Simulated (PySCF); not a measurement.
A species of formula C6H11As has this rotational fingerprint, computed with PySCF 2.14.0, PBE0-D3(BJ)/def2-SVP geometry optimisation, gas phase:

- Rotational constants: A = 1793, B = 1342, C = 857.0 MHz
- Dipole components: |μa| = 0.55 D, |μb| = 0.25 D, |μc| = 0.01 D
- Inertial defect: -68.71 u·Å²
- κ: 0.04

Question: Which structure is it? (One computed conformer of each.)
A. `[CH:1]#[C:2][CH2:3][AsH:4][CH2:5][CH2:6][CH3:7]` with C2–C3–As4–C5 40°, C3–As4–C5–C6 71°, As4–C5–C6–C7 177°
B. `[CH:1]#[C:2][CH2:3][CH2:4][As:5]([CH3:6])[CH3:7]` with C2–C3–C4–As5 178°, C3–C4–As5–C6 174°
C. `[CH2:1]=[CH:2][C:3](=[CH2:4])[CH2:5][AsH:6][CH3:7]` with C1–C2–C3–C4 180°, C2–C3–C5–As6 74°, C3–C5–As6–C7 66°

Answer: A. It is C#CC[AsH]CCC, an asymmetric top, point group C1. The candidates at the same level (rigid rotor, commonest isotopes):

| SMILES | A (MHz) | B (MHz) | C (MHz) | μa (D) | μb (D) | μc (D) | Δ (u·Å²) | point group | rotor |
| --- | --- | --- | --- | --- | --- | --- | --- | --- | --- |
| C=CC(=C)C[AsH]C | 2585 | 1226 | 962.0 | 0.10 | 0.81 | 0.21 | -82.53 | C1 | asymmetric top |
| C#CC[AsH]CCC | 1793 | 1342 | 857.0 | 0.55 | 0.25 | 0.01 | -68.71 | C1 | asymmetric top |
| C#CCC[As](C)C | 4161 | 785.9 | 741.2 | 0.65 | 0.04 | 0.92 | -82.68 | C1 | near-prolate asymmetric top |

`C=CC(=C)C[AsH]C` has A 44 % too high; `C#CCC[As](C)C` has A 132 % too high. No structure here is proved a minimum.
